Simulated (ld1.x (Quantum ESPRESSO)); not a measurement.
Values are calculated unless marked as measured or tabulated.
## Potentials for aluminium compared

Generated with ld1.x 7.5 (TM, RRKJ, ultrasoft, PAW), atompaw 4.2 or ONCVPSP 4.0.1. The cutoff is in Ry: for ld1.x and atompaw files where the sum of valence levels is converged to 10 mRy in a Bessel basis, for ONCV files where the hardest occupied wave has 1 mHa per electron of residual kinetic energy. The error is the largest all-electron minus pseudo excitation energy over each file’s own four to seven test configurations (ionisations up to +4, promotions, holes and added fractions of an electron), all of which were solved. The labels leave out finer settings (local radius, basis sizes, second energies), which also bear on the numbers. Spin-polarised tests are not counted. The rows are a selection from randomly drawn settings: files with unsolved tests, undetermined cutoffs or missed reference levels are left out.

```csv
potential,cutoff (Ry),largest error (meV),bound ghosts
"TM, PBE, scalar-relativistic, rc 1.90/1.95 (sp), local s, core correction no, reference 3s1.5 3p1.5",10,+20,none
"TM, revPBE, scalar-relativistic, rc 1.30/2.05 (sp), local smoothed, core correction yes, reference 3s1 3p0",40,+76,none
"TM, PBE, scalar-relativistic, rc 1.50/1.85/1.55 (spd), local smoothed, core correction yes, reference 3s1 3p0",21,+45,none
"TM, PBE, scalar-relativistic, rc 1.85/2.70/2.10 (spd), local p, core correction yes, reference 3s1.75 3p1.25",10,+6.4,none
"TM semilocal, PBE, scalar-relativistic, rc 1.40/2.45/2.10 (spd), local s, core correction yes, reference 3s2 3p1",35,+20,none
"RRKJ, LDA (PZ), non-relativistic, rc 2.00/2.75 (sp), local s, core correction yes, reference 3s1.75 3p1.25",10,+22,none
"ultrasoft, PBE, non-relativistic, rc 1.95/3.30 (sp), local smoothed, core correction yes, reference 3s2 3p1",8,+67,none
"PAW, PBE, scalar-relativistic, rc 2.80/2.50 (sp), local smoothed, core correction yes, reference 3s2 3p0",6,-11,none
```

Fill in the row for Al: RRKJ, PBEsol, scalar-relativistic, rc 1.65/2.50 (sp), local smoothed, core correction no, reference 3s1.5 3p1.5.

cutoff 10 Ry, largest error +13 meV, bound ghosts: none.
